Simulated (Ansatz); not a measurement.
PBE exchange is replaced step by step with exact exchange (0 % is PBE, 25 % PBE0; no dispersion term), basis def2-SVP, Ansatz. System: Al12P10F6. The state is a singlet with charge 0. Geometry: PBE-D4/def2-SVP.

Geometry of the singlet:

```
atom   x (Å)   y (Å)   z (Å)
  P1  -0.148  -0.357  -3.984
  P2   1.803  -3.530   2.429
  P3   0.015  -4.588  -1.494
  P4   1.109  -1.324  -0.698
  P5   0.555   0.665   2.036
  P6  -1.925   0.981  -0.861
  P7  -2.195  -2.287   1.498
  P8   2.386   2.072  -1.648
  P9  -0.477   4.404   0.619
 P10  -2.645  -2.641  -2.569
Al11   1.831  -1.315   1.794
Al12   2.073   0.668   0.126
Al13  -0.237  -2.401  -2.643
Al14   0.167   1.246  -2.274
Al15  -2.111  -0.431  -2.713
Al16   1.143  -3.506   0.160
Al17  -0.524  -3.279   2.752
Al18  -1.798  -3.347  -0.548
Al19  -0.878  -0.540   0.563
Al20   0.487   3.033   2.314
Al21  -1.632   3.291  -1.092
Al22   1.453   3.548  -0.186
 F23   3.314  -0.341   1.184
 F24  -0.531   2.985  -2.586
 F25  -1.031  -4.075   4.145
 F26   0.525   3.592   3.893
 F27  -2.933   4.140  -1.735
 F28   2.206   3.335   1.519
```

Single mean-field runs in def2-SVP are fitted with def2-universal-jkfit.

```tsv
exact exchange (%)	HOMO (eV)	LUMO (eV)	gap (eV)
0	-5.70	-3.84	1.86
5	-5.88	-3.74	2.14
15	-6.23	-3.52	2.71
25	-6.58	-3.29	3.29
35	-6.95	-3.06	3.89
50	-7.50	-2.71	4.80
```

(1) Estimate the row for 10 %.

Results:

(1) 
```tsv
exact exchange (%)	HOMO (eV)	LUMO (eV)	gap (eV)
10	-6.05	-3.63	2.42
```
